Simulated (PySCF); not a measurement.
## Radial density of Ca⁺ (calcium, charge +1)

UHF, [Ar] 4p1, 2P determinant (an excited configuration). All numbers are calculated (PySCF 2.14, scalar relativity by spin-free X2C-1e, in x2c-QZVPPall).

```tsv
r (bohr)	4πr²ρ (e/bohr)	4πr²(ρα − ρβ)
0.00130	0.1349	0.0000
0.00218	0.3523	0.0000
0.00367	0.9007	0.0000
0.00617	2.218	0.0000
0.0104	5.128	0.0000
0.0175	10.64	0.0001
0.0294	18.38	0.0003
0.0494	23.51	0.0012
0.0831	20.10	0.0046
0.140	17.50	0.0122
0.235	24.43	0.0134
0.395	16.08	-0.0005
0.665	5.906	0.0291
1.12	7.519	0.0338
1.88	2.111	0.0100
3.16	0.2896	0.2233
5.32	0.1948	0.1947
8.95	0.01146	0.0115
15.1	2.058e-05	0.0000
```

Densities and radii are taken from the X2C orbitals without a picture-change correction, which distorts them close to the nucleus.
